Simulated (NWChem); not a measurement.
System: CH₄N anion

Output (shortened):

```
             Northwest Computational Chemistry Package (NWChem) 7.3.0
             --------------------------------------------------------

 CS  symmetry detected

                             Geometry "geometry" -> ""
                             -------------------------

 Output coordinates in angstroms (scale by  1.889725989 to convert to a.u.)

  No.       Tag          Charge          X              Y              Z
 ---- ---------------- ---------- -------------- -------------- --------------
    1 C                    6.0000    -0.01423531    -0.60263374     0.00000000
    2 N                    7.0000    -0.10256036     0.81354624     0.00000000
    3 H                    1.0000     0.49497356    -1.11291024    -0.89037800
    4 H                    1.0000    -1.03548390    -1.05068915     0.00000000
    5 H                    1.0000     0.49497356    -1.11291024     0.89037800
    6 H                    1.0000     0.84887119     1.19748835     0.00000000

 Effective nuclear repulsion energy (a.u.)      35.8895621188

      Symmetry information
      --------------------

 Group name             Cs
 Group number              2
 Group order               2
 No. of unique centers     5

                                Z-matrix (autoz)
                                --------

 Units are Angstrom for bonds and degrees for angles

      Type          Name      I     J     K     L     M      Value
      ----------- --------  ----- ----- ----- ----- ----- ----------
    1 Stretch                  1     2                       1.41893
    2 Stretch                  1     3                       1.14562
    3 Stretch                  1     4                       1.11521
    4 Stretch                  1     5                       1.14562
    5 Stretch                  2     6                       1.02598
    6 Bend                     1     2     6               108.40729
    7 Bend                     2     1     3               118.17842
    8 Bend                     2     1     4               110.11981
    9 Bend                     2     1     5               118.17842
   10 Bend                     3     1     4               103.18400
   11 Bend                     3     1     5               102.00999
   12 Bend                     4     1     5               103.18400
   13 Torsion                  3     1     2     6         -61.84793
   14 Torsion                  4     1     2     6         180.00000
   15 Torsion                  5     1     2     6          61.84793

                           NWChem Geometry Optimization
                           ----------------------------

 maximum gradient threshold         (gmax) =   0.000450
 rms gradient threshold             (grms) =   0.000300
 maximum cartesian step threshold   (xmax) =   0.001800
 rms cartesian step threshold       (xrms) =   0.001200
 fixed trust radius                (trust) =   0.300000
 source of zmatrix                         =   autoz

          -------------------
          Energy Minimization
          -------------------

 Using diagonal initial Hessian
 Scaling for Hessian diagonals: bonds = 1.00  angles = 0.25  torsions = 0.10

          --------
          Step   0

                                 NWChem DFT Module
                                 -----------------

 Summary of "ao basis" -> "ao basis" (spherical)
 ------------------------------------------------------------------------------
       Tag                 Description            Shells   Functions and Types
 ---------------- ------------------------------  ------  ---------------------
 C                           3-21g                   5        9   3s2p
 N                           3-21g                   5        9   3s2p
 H                           3-21g                   2        2   2s

      Symmetry analysis of basis
      --------------------------

        a'         20
        a"          6

            General Information
            -------------------
          SCF calculation type: DFT
          Wavefunction type:  closed shell.
          No. of atoms     :     6
          No. of electrons :    18
           Alpha electrons :     9
            Beta electrons :     9
          Charge           :    -1
          Spin multiplicity:     1
          Use of symmetry is: on ; symmetry adaption is: on
          Maximum number of iterations: 150
          AO basis - number of functions:    26
                     number of shells:    18
          Convergence on energy requested:  1.00D-06
          Convergence on density requested:  1.00D-05
          Convergence on gradient requested:  5.00D-04

              XC Information
              --------------
                         B3LYP Method XC Potential
                     Hartree-Fock (Exact) Exchange  0.200
                        Slater Exchange Functional  0.800 local
                    Becke 1988 Exchange Functional  0.720 non-local
              Lee-Yang-Parr Correlation Functional  0.810
                  VWN I RPA Correlation Functional  0.190 local

             Grid Information
             ----------------
          Grid used for XC integration:  medium
          Radial quadrature: Mura-Knowles
          Angular quadrature: Lebedev.
          Tag              B.-S. Rad. Rad. Pts. Rad. Cut. Ang. Pts.
          ---              ---------- --------- --------- ---------
          C                   0.70       49           7.0       434
          N                   0.65       49           7.0       434
          H                   0.35       45           8.0       434
          Grid pruning is: on
          Number of quadrature shells:   233
          Spatial weights used:  Erf1

      Superposition of Atomic Density Guess
      -------------------------------------

 Sum of atomic energies:         -93.46191707

 Renormalizing density from      17.00 to     18

      Non-variational initial energy
      ------------------------------

 Total energy =     -97.771653
 1-e energy   =    -208.014452
 2-e energy   =      74.353237
 HOMO         =       0.205392
 LUMO         =       0.495307

      Symmetry analysis of molecular orbitals - initial
      -------------------------------------------------

  Numbering of irreducible representations:

     1 a'          2 a"

  Orbital symmetries:

     1 a'          2 a'          3 a'          4 a'          5 a'
     6 a"          7 a'          8 a'          9 a"         10 a'
    11 a'         12 a'         13 a"         14 a'         15 a'
    16 a"         17 a'         18 a'         19 a'

   convergence    iter        energy       DeltaE   RMS-Dens  Diis-err
 ---------------- ----- ----------------- --------- --------- ---------
 d= 0,ls=0.0,diis     1    -94.5067832629 -1.30D+02  4.28D-02  8.18D-01
 d= 0,ls=0.0,diis     2    -94.5096530951 -2.87D-03  2.44D-02  8.84D-01
 d= 0,ls=0.0,diis     3    -94.6151942860 -1.06D-01  2.58D-03  9.98D-03
 d= 0,ls=0.0,diis     4    -94.6162142709 -1.02D-03  2.19D-03  1.74D-03
 d= 0,ls=0.0,diis     5    -94.6163684912 -1.54D-04  8.54D-04  2.11D-04
  Resetting Diis
 d= 0,ls=0.0,diis     6    -94.6163967353 -2.82D-05  5.28D-05  3.62D-07
 d= 0,ls=0.0,diis     7    -94.6163968081 -7.28D-08  6.95D-06  2.23D-09

         Total DFT energy =      -94.616396808093
      One electron energy =     -203.385253506719
           Coulomb energy =       86.940151734485
    Exchange-Corr. energy =      -14.060857154650
 Nuclear repulsion energy =       35.889562118791

 Numeric. integr. density =       18.000001320739

                  Occupations of the irreducible representations
                  ----------------------------------------------

                     irrep           alpha         beta
                     --------     --------     --------
                     a'                7.0          7.0
                     a"                2.0          2.0

                       DFT Final Molecular Orbital Analysis
                       ------------------------------------

 Vector    7  Occ=2.000000D+00  E=-9.361244D-02  Symmetry=a'
              MO Center= -6.1D-02,  8.0D-02, -7.6D-14, r^2= 1.9D+00
   Bfn.  Coefficient  Atom+Function         Bfn.  Coefficient  Atom+Function
  ----- ------------  ---------------      ----- ------------  ---------------
    13     -0.273172  2 N  py                 4      0.271273  1 C  py
    22     -0.269090  4 H  s                 26     -0.262292  6 H  s
     8      0.211532  1 C  py                17     -0.196527  2 N  py
     3      0.195272  1 C  px                21     -0.192548  4 H  s
     6      0.186198  1 C  s                 25     -0.186225  6 H  s

[...]

      ----------------------
      Optimization converged
      ----------------------

  Step       Energy      Delta E   Gmax     Grms     Xrms     Xmax
  ---- ---------------- -------- -------- -------- -------- --------
@    4     -94.61910466 -1.5D-07  0.00004  0.00002  0.00023  0.00076
                                     ok       ok       ok       ok

                                Z-matrix (autoz)
                                --------

 Units are Angstrom for bonds and degrees for angles

      Type          Name      I     J     K     L     M      Value     Gradient
      ----------- --------  ----- ----- ----- ----- ----- ---------- ----------
    1 Stretch                  1     2                       1.43577   -0.00004
    2 Stretch                  1     3                       1.16587    0.00002
    3 Stretch                  1     4                       1.11685    0.00003
    4 Stretch                  1     5                       1.16587    0.00002
    5 Stretch                  2     6                       1.06640    0.00001
    6 Bend                     1     2     6               104.05799   -0.00001
    7 Bend                     2     1     3               121.08925    0.00001
    8 Bend                     2     1     4               108.68898    0.00000
    9 Bend                     2     1     5               121.08925    0.00001
   10 Bend                     3     1     4               101.89946   -0.00001
   11 Bend                     3     1     5                99.14020   -0.00000
   12 Bend                     4     1     5               101.89946   -0.00001
   13 Torsion                  3     1     2     6         -62.73213   -0.00001
   14 Torsion                  4     1     2     6         180.00000   -0.00000
   15 Torsion                  5     1     2     6          62.73213    0.00001

                         Geometry "geometry" -> "geometry"
                         ---------------------------------

 Output coordinates in angstroms (scale by  1.889725989 to convert to a.u.)

  No.       Tag          Charge          X              Y              Z
 ---- ---------------- ---------- -------------- -------------- --------------
    1 C                    6.0000    -0.00912357    -0.58549900     0.00000000
    2 N                    7.0000    -0.14293244     0.84401802     0.00000000
    3 H                    1.0000     0.50241640    -1.14227384    -0.88746345
    4 H                    1.0000    -1.02912628    -1.04041279     0.00000000
    5 H                    1.0000     0.50241640    -1.14227384     0.88746345
    6 H                    1.0000     0.86288822     1.19833265     0.00000000

 Effective nuclear repulsion energy (a.u.)      35.3797129733

      Symmetry information
      --------------------

 Group name             Cs
 Group number              2
 Group order               2
 No. of unique centers     5

                Final and change from initial internal coordinates
                --------------------------------------------------

                                Z-matrix (autoz)
                                --------

 Units are Angstrom for bonds and degrees for angles

      Type          Name      I     J     K     L     M      Value       Change
      ----------- --------  ----- ----- ----- ----- ----- ---------- ----------
    1 Stretch                  1     2                       1.43577    0.01683
    2 Stretch                  1     3                       1.16587    0.02025
    3 Stretch                  1     4                       1.11685    0.00164
    4 Stretch                  1     5                       1.16587    0.02025
    5 Stretch                  2     6                       1.06640    0.04042
    6 Bend                     1     2     6               104.05799   -4.34930
    7 Bend                     2     1     3               121.08925    2.91083
    8 Bend                     2     1     4               108.68898   -1.43084
    9 Bend                     2     1     5               121.08925    2.91083
   10 Bend                     3     1     4               101.89946   -1.28454
   11 Bend                     3     1     5                99.14020   -2.86979
   12 Bend                     4     1     5               101.89946   -1.28454
   13 Torsion                  3     1     2     6         -62.73213   -0.88420
   14 Torsion                  4     1     2     6         180.00000    0.00000
   15 Torsion                  5     1     2     6          62.73213    0.88420

[...]

 Rotational Constants
 --------------------
 A=   4.082249 cm-1  (  5.873315 K)
 B=   0.817178 cm-1  (  1.175710 K)
 C=   0.781039 cm-1  (  1.123716 K)

 Temperature                      =   298.15K
 frequency scaling parameter      =   1.0000

 Zero-Point correction to Energy  =   28.320 kcal/mol  (  0.045130 au)
 Thermal correction to Energy     =   30.304 kcal/mol  (  0.048293 au)
 Thermal correction to Enthalpy   =   30.896 kcal/mol  (  0.049237 au)

 Total Entropy                    =   56.093 cal/mol-K
   - Translational                =   36.116 cal/mol-K (mol. weight =  30.0344)
   - Rotational                   =   19.057 cal/mol-K (symmetry #  =        1)
   - Vibrational                  =    0.919 cal/mol-K

 Cv (constant volume heat capacity) =    8.506 cal/mol-K
   - Translational                  =    2.979 cal/mol-K
   - Rotational                     =    2.979 cal/mol-K
   - Vibrational                    =    2.547 cal/mol-K

[normal modes left out]

 ----------------------------------------------------------------------------
 Normal Eigenvalue ||           Projected Infra Red Intensities
  Mode   [cm**-1]  || [atomic units] [(debye/angs)**2] [(KM/mol)] [arbitrary]
 ------ ---------- || -------------- ----------------- ---------- -----------
    1       -0.000 ||    0.008032           0.185         7.830       0.452
    2       -0.000 ||    0.033306           0.768        32.469       1.876
    3       -0.000 ||    0.028346           0.654        27.633       1.597
    4        0.000 ||    0.008043           0.186         7.840       0.453
    5        0.000 ||    0.030040           0.693        29.284       1.692
    6        0.000 ||    0.001696           0.039         1.653       0.096
    7      512.992 ||    0.143203           3.304       139.601       8.067
    8      955.559 ||    0.178849           4.126       174.351      10.075
    9     1057.115 ||    0.020390           0.470        19.877       1.149
   10     1127.045 ||    0.000811           0.019         0.791       0.046
   11     1401.124 ||    0.018033           0.416        17.580       1.016
   12     1464.035 ||    0.110147           2.541       107.377       6.205
   13     1534.864 ||    0.070797           1.633        69.016       3.988
   14     1590.490 ||    0.160000           3.691       155.976       9.013
   15     2131.561 ||    1.005642          23.201       980.350      56.651
   16     2351.619 ||    0.690851          15.938       673.476      38.918
   17     2809.160 ||    0.232213           5.357       226.373      13.081
   18     2883.768 ||    0.454857          10.494       443.418      25.624
 ----------------------------------------------------------------------------
```

Level: B3LYP/3-21G. Sets without diffuse functions describe the anion's extra electron poorly. The highest occupied level is positive, so the extra electron may be held by the finite basis.

Problem. Reconstruct the input file.

Solution. Several could match; the one computed here: the input that was run:
```
start job
memory heap 200 mb stack 900 mb global 1100 mb
charge -1
geometry units angstroms
  C     -0.009832    -0.599118     0.000000
  N     -0.085904     0.817773     0.000000
  H      0.494944    -1.113780    -0.890378
  H     -1.034918    -1.038323     0.000000
  H      0.494944    -1.113780     0.890378
  H      0.868813     1.193471     0.000000
end
basis spherical
  * library 3-21g
end
dft
  xc b3lyp
  iterations 150
end
driver
  maxiter 120
end
task dft optimize
task dft freq
```
